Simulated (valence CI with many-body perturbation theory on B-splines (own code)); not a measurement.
Results of a calculation; reference values are marked as such.
**Ca14+ in three bases**

Method: valence CI with perturbative core correlation (CI+MBPT): four valence electrons over a frozen Dirac-Fock core [He], radial functions for each j: 9 s, 9 p, 8 d, 6 f, 3 g, 1 h, with the one-electron correlation potential Σ1, the two-electron term Σ2, the three-electron term Σ3, Breit, model QED; selected CI, second order for the rest, scaled by the run's own slope (own B-spline code, finite nucleus).

No measured levels were compared; by estimate levels of excited configurations hold to 0.05 to 0.15 % of their energy, terms of the ground configuration to about 0.5 %. Among the levels kept, up to 320 cm⁻¹ of a level comes from second order outside the variational space, and about a tenth of that is noise between levels of different J, which matters for small intervals.

The reference run has the lowest level 2s²2p² ³P_0 and an ionisation energy of 894.675 eV. Its largest variational space holds 25281 state functions.

Changed runs:
A. basis 6 s, 6 p, 5 d, 3 f, 1 g
B. basis 5 s, 5 p, 4 d, 2 f

Excitation energies of the reference run in cm⁻¹, and shifts in cm⁻¹:

| Level | Reference | A | B |
| --- | --- | --- | --- |
| 2s²2p² ³P_1 | 17550 | -8.2 | -23 |
| 2s²2p² ³P_2 | 35917 | +1.5 | +1.7 |
| 2s²2p² ¹D_2 | 108788 | +150 | +450 |
| 2s²2p² ¹S_0 | 197962 | +218 | +651 |
| 2s2p³ ⁵S°_2 | 275732 | -259 | -788 |
| 2s2p³ ³D°_2 | 496790 | +83 | +261 |
| 2s2p³ ³D°_1 | 497703 | +83 | +260 |
| 2s2p³ ³D°_3 | 500338 | +85 | +254 |
| 2s2p³ ³P°_0 | 581990 | +148 | +459 |
| 2s2p³ ³P°_1 | 583058 | +147 | +454 |
| 2s2p³ ³P°_2 | 585914 | +145 | +447 |
| 2s2p³ ³S°_1 | 729368 | +144 | +497 |
| Ionisation energy (eV) | 894.675 | -0.020 | -0.064 |
